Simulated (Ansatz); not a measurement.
`[CH3][GaH][BH]N` + `C=N` → `C=[N][GaH][CH3]` + `BN`  (cleavage of the Ga–B bond)

Gas-phase electronic energies from Ansatz, PBE0-D4/def2-TZVP geometries. CBS: MP2 limit from def2 TZ/QZ plus the TZ coupled-cluster correction, frozen cores. This one scheme is used for every species. DFT in def2-TZVPP. B3LYP here is the variant with VWN-RPA as its local correlation; programs differ in this. For Ga outer-core shells are correlated without core-valence functions, which leaves a few kJ/mol of doubt a bond. Scalar relativity is left out up to krypton. Each species was taken in one conformer, which may not be the lowest.

```csv
level,ΔE (kcal/mol),difference from CCSD(T)/CBS
PBE-D4,-12.1,0.9
r2SCAN-D4,-14.1,-1.1
PBE0-D4,-11.9,1.1
B3LYP-D4,-14.2,-1.2
ωB97X-V,-13.0,0.0
ωB97M-V,-12.9,0.1
PBE,-12.0,1.0
PBE0,-11.8,1.2
B3LYP,-14.1,-1.1
HF/def2-TZVPP,-15.3,-2.3
CCSD/def2-TZVPP,-13.1,-0.1
HF/def2-QZVPP,-15.6,-2.6
SCS-MP2/def2-QZVPP,-14.8,-1.8
HF/CBS(def2),-15.6,-2.6
MP2/CBS(def2),-14.7,-1.7
CCSD/CBS(def2),-12.8,0.2
CCSD(T)/CBS,-13.0,0
```

Largest T1 diagnostic among the species: 0.015.

CCSD(T)/CBS has its own doubt, a few kJ/mol and more with outer-core shells, so smaller differences from it don't rank the levels.
